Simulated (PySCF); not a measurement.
SCF from a fresh guess for quartet MoS₂⁻, at the PBE0 minimum. PySCF input:

```python
from pyscf import gto, scf, dft
mol = gto.M(atom='''
Mo     0.000000     0.283940     0.000000
S     -0.000000    -0.439478     2.065401
S     -0.000000    -0.439478    -2.065401''',
    basis={'Mo': 'def2-SVPD', 'S': 'def2-SVPD'},
    ecp={'Mo': 'def2-SVPD'},
    charge=-1, spin=3)
mf = dft.UKS(mol, xc='PBE0')
mf.grids.atom_grid = (50, 194)
aux = {'Mo': 'def2-universal-JKFIT', 'S': 'def2-universal-JKFIT'}
mf = mf.density_fit(auxbasis=aux)
mf.conv_tol = 1e-08
mf.diis_space = 10
mf.max_cycle = 60
mf.init_guess = 'minao'
mf.verbose = 4
mf.kernel()
```

Excerpt of the output (cycles alone):

```
init E= -856.472456476579
cycle= 1 E= -863.961606204409  delta_E= -7.49  |g|= 0.495  |ddm|= 2.48
cycle= 2 E= -863.266225957204  delta_E= 0.695  |g|= 1.13  |ddm|= 8.21
cycle= 3 E= -864.1172863786  delta_E= -0.851  |g|= 0.277  |ddm|= 7.69
cycle= 4 E= -864.156763683668  delta_E= -0.0395  |g|= 0.109  |ddm|= 0.387
cycle= 5 E= -864.164532646389  delta_E= -0.00777  |g|= 0.0215  |ddm|= 0.183
cycle= 6 E= -864.165057743225  delta_E= -0.000525  |g|= 0.00986  |ddm|= 0.0418
cycle= 7 E= -864.165412034933  delta_E= -0.000354  |g|= 0.00466  |ddm|= 0.0522
cycle= 8 E= -864.16550332465  delta_E= -9.13e-05  |g|= 0.00159  |ddm|= 0.029
cycle= 9 E= -864.165510686412  delta_E= -7.36e-06  |g|= 0.000251  |ddm|= 0.00909
cycle= 10 E= -864.165510812742  delta_E= -1.26e-07  |g|= 8.28e-05  |ddm|= 0.000987
cycle= 11 E= -864.165510828696  delta_E= -1.6e-08  |g|= 2.12e-05  |ddm|= 0.000342
cycle= 12 E= -864.165510830227  delta_E= -1.53e-09  |g|= 1.14e-05  |ddm|= 0.000109
Extra cycle  E= -864.165510829919  delta_E= 3.08e-10  |g|= 2.88e-05  |ddm|= 5e-05
converged SCF energy = -864.165510829919  <S^2> = 3.8403662  2S+1 = 4.0449308
```

No lower solution of this spin was found from smeared starts or by a stability analysis within the unrestricted form.

Open d and f shells are described by one determinant, and the ground state may have another occupation or spin.

The search for the lowest solution, 3 starts and the stability check together, took 21 s on 2 threads of a shared Arm Neoverse N1 host, with 88 basis functions; the process peaked at 0.38 GiB. Launch command: `OMP_NUM_THREADS=2 python axn.py task.json out`.
